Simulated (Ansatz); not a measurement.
Ansatz (a first-principles code) input (B3LYP-D3(BJ)/def2-TZVP):

Ansatz 0.2 input:
```yaml
crystal:
  periodic: [false, false, false]
  atoms:
    - {symbol: C, position_ang: [-0.63163360, 0.23047242, 0.02745480]}
    - {symbol: N, position_ang: [0.56164908, -0.20493625, -0.02441283]}
    - {symbol: H, position_ang: [-1.46106849, -0.46734349, -0.01134229]}
    - {symbol: H, position_ang: [-0.81208885, 1.29678017, 0.11014810]}
    - {symbol: H, position_ang: [1.36386217, 0.42161568, 0.00949276]}
    - {symbol: H, position_ang: [0.76755320, -1.19933311, -0.10213757]}
basis:
  gaussian:
    orbitals: def2-TZVP
hamiltonian:
  xc: b3lyp
  dispersion: d3bj
total_charge: 1
phonons: {temperatures: {t_min: 298.15, t_max: 298.15, t_step: 100}}
```

Output:

```
Functional definition: B3LYP
integrals: 0.01 GiB planned
511 factors; their error is unknown
mean field: 0.18 GiB planned
mean field evaluation 1: about -2574.2706 eV, gradient 7.8e1 eV
mean field evaluation 2: about -2565.7353 eV, gradient 9.4e1 eV
mean field evaluation 4: about -2585.4110 eV, gradient 6.5e0 eV
mean field evaluation 8: about -2585.4956 eV, gradient 3.9e-2 eV
mean field -2585.49559798 eV, -95.0152107140 hartree, gradient 9.7e-6 eV, S^2 0.000000; 0 other end points of the search recorded, 0 dependent functions left out
the calculation of the forces begins
reference -2585.49577319 eV, -95.0152171529 hartree; 8, 8 occupied and 78, 78 virtual orbitals, 511 factors
these checks for a lower state are left out or cut short: stability, starts, cluster_reference, orbital_swaps, neighbouring_geometries, increment
integrals: 0.01 GiB planned
511 factors; their error is unknown
mean field: 0.18 GiB planned
mean field evaluation 16: about -2585.5013 eV, gradient 3.9e-1 eV
mean field -2585.49541196 eV, -95.0152038777 hartree, gradient 2.4e-6 eV, S^2 0.000000; 0 other end points of the search recorded, 0 dependent functions left out
the calculation of the forces begins
reference -2585.49558718 eV, -95.0152103171 hartree; 8, 8 occupied and 78, 78 virtual orbitals, 511 factors
these checks for a lower state are left out or cut short: stability, starts, cluster_reference, orbital_swaps, neighbouring_geometries, increment
integrals: 0.01 GiB planned
511 factors; their error is unknown
mean field: 0.18 GiB planned
mean field -2585.49541586 eV, -95.0152040213 hartree, gradient 2.4e-6 eV, S^2 0.000000; 0 other end points of the search recorded, 0 dependent functions left out
the calculation of the forces begins
reference -2585.49559106 eV, -95.0152104594 hartree; 8, 8 occupied and 78, 78 virtual orbitals, 511 factors
these checks for a lower state are left out or cut short: stability, starts, cluster_reference, orbital_swaps, neighbouring_geometries, increment
integrals: 0.01 GiB planned
511 factors; their error is unknown
mean field: 0.18 GiB planned
mean field evaluation 32: about -2585.4952 eV, gradient 3.6e-1 eV
mean field -2585.49540543 eV, -95.0152036376 hartree, gradient 2.4e-6 eV, S^2 0.000000; 0 other end points of the search recorded, 0 dependent functions left out
the calculation of the forces begins
reference -2585.49558061 eV, -95.0152100757 hartree; 8, 8 occupied and 78, 78 virtual orbitals, 511 factors
these checks for a lower state are left out or cut short: stability, starts, cluster_reference, orbital_swaps, neighbouring_geometries, increment
integrals: 0.01 GiB planned
511 factors; their error is unknown
mean field: 0.18 GiB planned
mean field -2585.49539853 eV, -95.0152033842 hartree, gradient 2.4e-6 eV, S^2 0.000000; 0 other end points of the search recorded, 0 dependent functions left out
the calculation of the forces begins
reference -2585.49557375 eV, -95.0152098237 hartree; 8, 8 occupied and 78, 78 virtual orbitals, 511 factors
these checks for a lower state are left out or cut short: stability, starts, cluster_reference, orbital_swaps, neighbouring_geometries, increment
integrals: 0.01 GiB planned
511 factors; their error is unknown
mean field: 0.18 GiB planned
mean field -2585.49554040 eV, -95.0152085979 hartree, gradient 2.4e-6 eV, S^2 0.000000; 0 other end points of the search recorded, 0 dependent functions left out
the calculation of the forces begins
reference -2585.49571558 eV, -95.0152150356 hartree; 8, 8 occupied and 78, 78 virtual orbitals, 511 factors
these checks for a lower state are left out or cut short: stability, starts, cluster_reference, orbital_swaps, neighbouring_geometries, increment
integrals: 0.01 GiB planned
511 factors; their error is unknown
mean field: 0.18 GiB planned
mean field -2585.49554337 eV, -95.0152087069 hartree, gradient 2.5e-6 eV, S^2 0.000000; 0 other end points of the search recorded, 0 dependent functions left out
the calculation of the forces begins
reference -2585.49571861 eV, -95.0152151468 hartree; 8, 8 occupied and 78, 78 virtual orbitals, 511 factors
these checks for a lower state are left out or cut short: stability, starts, cluster_reference, orbital_swaps, neighbouring_geometries, increment
integrals: 0.01 GiB planned
511 factors; their error is unknown
mean field: 0.18 GiB planned
mean field evaluation 64: about -2585.4956 eV, gradient 4.0e-3 eV
mean field -2585.49555037 eV, -95.0152089642 hartree, gradient 2.4e-6 eV, S^2 0.000000; 0 other end points of the search recorded, 0 dependent functions left out
the calculation of the forces begins
reference -2585.49572554 eV, -95.0152154018 hartree; 8, 8 occupied and 78, 78 virtual orbitals, 511 factors
these checks for a lower state are left out or cut short: stability, starts, cluster_reference, orbital_swaps, neighbouring_geometries, increment
integrals: 0.01 GiB planned
511 factors; their error is unknown
mean field: 0.18 GiB planned
mean field -2585.49556524 eV, -95.0152095108 hartree, gradient 2.4e-6 eV, S^2 0.000000; 0 other end points of the search recorded, 0 dependent functions left out
the calculation of the forces begins
reference -2585.49574049 eV, -95.0152159509 hartree; 8, 8 occupied and 78, 78 virtual orbitals, 511 factors
these checks for a lower state are left out or cut short: stability, starts, cluster_reference, orbital_swaps, neighbouring_geometries, increment
integrals: 0.01 GiB planned
511 factors; their error is unknown
mean field: 0.18 GiB planned
mean field -2585.49553433 eV, -95.0152083747 hartree, gradient 2.4e-6 eV, S^2 0.000000; 0 other end points of the search recorded, 0 dependent functions left out
the calculation of the forces begins
reference -2585.49570954 eV, -95.0152148138 hartree; 8, 8 occupied and 78, 78 virtual orbitals, 511 factors
these checks for a lower state are left out or cut short: stability, starts, cluster_reference, orbital_swaps, neighbouring_geometries, increment
integrals: 0.01 GiB planned
511 factors; their error is unknown
mean field: 0.18 GiB planned
mean field -2585.49553349 eV, -95.0152083439 hartree, gradient 2.4e-6 eV, S^2 0.000000; 0 other end points of the search recorded, 0 dependent functions left out
the calculation of the forces begins
reference -2585.49570869 eV, -95.0152147825 hartree; 8, 8 occupied and 78, 78 virtual orbitals, 511 factors
these checks for a lower state are left out or cut short: stability, starts, cluster_reference, orbital_swaps, neighbouring_geometries, increment
integrals: 0.01 GiB planned
511 factors; their error is unknown
mean field: 0.18 GiB planned
mean field evaluation 96: about -2585.4956 eV, gradient 2.4e-6 eV
mean field -2585.49555552 eV, -95.0152091537 hartree, gradient 2.4e-6 eV, S^2 0.000000; 0 other end points of the search recorded, 0 dependent functions left out
the calculation of the forces begins
reference -2585.49573076 eV, -95.0152155936 hartree; 8, 8 occupied and 78, 78 virtual orbitals, 511 factors
these checks for a lower state are left out or cut short: stability, starts, cluster_reference, orbital_swaps, neighbouring_geometries, increment
integrals: 0.01 GiB planned
511 factors; their error is unknown
mean field: 0.18 GiB planned
mean field -2585.49554325 eV, -95.0152087025 hartree, gradient 2.4e-6 eV, S^2 0.000000; 0 other end points of the search recorded, 0 dependent functions left out
the calculation of the forces begins
reference -2585.49571843 eV, -95.0152151402 hartree; 8, 8 occupied and 78, 78 virtual orbitals, 511 factors
Total energy: -2585.59467102 eV, -95.0188515808 hartree
Atom 0 at    -0.631634     0.230472     0.027455 Å, force     0.000520    -0.000190    -0.000023 eV/Å
Atom 1 at     0.561649    -0.204936    -0.024413 Å, force     0.000498    -0.000182    -0.000022 eV/Å
Atom 2 at    -1.461068    -0.467343    -0.011342 Å, force    -0.000154    -0.000034    -0.000000 eV/Å
Atom 3 at    -0.812089     1.296780     0.110148 Å, force    -0.000096     0.000125     0.000011 eV/Å
Atom 4 at     1.363862     0.421616     0.009493 Å, force    -0.000535    -0.000270    -0.000012 eV/Å
Atom 5 at     0.767553    -1.199333    -0.102138 Å, force    -0.000233     0.000551     0.000045 eV/Å
Dipole moment:     0.080245    -0.029280    -0.003488 e Å
Vibrations: 942.07 967.65 1077.98 1174.77 1355.12 1457.56 1601.65 1765.60 3142.86 3258.99 3456.76 3551.22 cm⁻¹, zero-point energy 1.472451 eV
```

It need not be the lowest isomer of its formula.
